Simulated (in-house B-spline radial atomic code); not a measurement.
LDA VWN5 excitations of C4+

Method: LDA VWN5. Computed with an all-electron radial atomic-structure program (B-spline basis): linear response of the closed shell 1s2 with the functional's adiabatic kernel; non-relativistic, point nucleus, no spin-orbit coupling, no double excitations, S, P, D and F terms only.

Command:
```bash
python run_td.py task.json out
```
Settings (radii: box in bohr, nucleus in fm):
```
Z                        6
electrons                2
configuration            1s2
hamiltonian              nr
method                   lda,vwn
box_radius               19.1
intervals                47
```

Time taken, with all properties: 1 thread of Arm Neoverse N1, on a shared host.

The lowest states, in the order of their Tamm-Dancoff energies; the method's threshold (minus the highest occupied level) is 354.67 eV. Labels give the largest channel, * marks a mixed state, and oscillator strengths are full-response dipole values. Semilocal kernels can invert the small singlet-triplet splittings of Rydberg terms. Energies in eV:

```json
{"state": "1s → 2s 3S", "full response": "284.52", "Tamm-Dancoff": "284.54", "oscillator strength": "-"}
{"state": "1s → 2s 1S", "full response": "288.94", "Tamm-Dancoff": "289.03", "oscillator strength": "-"}
{"state": "1s → 2p 3P", "full response": "290.61", "Tamm-Dancoff": "290.63", "oscillator strength": "-"}
{"state": "1s → 2p 1P", "full response": "293.17", "Tamm-Dancoff": "293.20", "oscillator strength": "0.554"}
{"state": "1s → 3s 3S", "full response": "?", "Tamm-Dancoff": "?", "oscillator strength": "-"}
{"state": "1s → 3s 1S", "full response": "327.55", "Tamm-Dancoff": "327.57", "oscillator strength": "-"}
{"state": "1s → 3p 3P", "full response": "?", "Tamm-Dancoff": "?", "oscillator strength": "-"}
{"state": "1s → 3p 1P", "full response": "328.90", "Tamm-Dancoff": "328.91", "oscillator strength": "0.112"}
{"state": "1s → 3d 1D", "full response": "329.87", "Tamm-Dancoff": "329.87", "oscillator strength": "-"}
{"state": "1s → 3d 3D", "full response": "329.95", "Tamm-Dancoff": "329.95", "oscillator strength": "-"}
{"state": "1s → 4s 3S", "full response": "339.45", "Tamm-Dancoff": "339.45", "oscillator strength": "-"}
{"state": "1s → 4s 1S", "full response": "339.87", "Tamm-Dancoff": "339.88", "oscillator strength": "-"}
{"state": "1s → 4p 3P", "full response": "340.17", "Tamm-Dancoff": "340.17", "oscillator strength": "-"}
{"state": "1s → 4p 1P", "full response": "340.43", "Tamm-Dancoff": "340.44", "oscillator strength": "0.0424"}
{"state": "1s → 4d 1D", "full response": "340.78", "Tamm-Dancoff": "340.78", "oscillator strength": "-"}
{"state": "1s → 4d 3D", "full response": "340.81", "Tamm-Dancoff": "340.81", "oscillator strength": "-"}
```

(1) Where does 1s → 3s 3S lie?

(2) Where does 1s → 3p 3P lie?

(3) How large is the singlet-triplet splitting of 1s → 2s (S terms) in Tamm-Dancoff?

(4) What polarisabilities and dispersion coefficient does the method give?

Answers

(1) At 326.48 eV in full response, 326.48 eV in Tamm-Dancoff.

(2) At 328.24 eV in full response, 328.24 eV in Tamm-Dancoff.

(3) 4.49 eV, from the unrounded values.

(4) Dipole 0.009449 bohr³, quadrupole 0.001152 bohr⁵, C6 0.0008655 hartree·bohr⁶ for two such species.
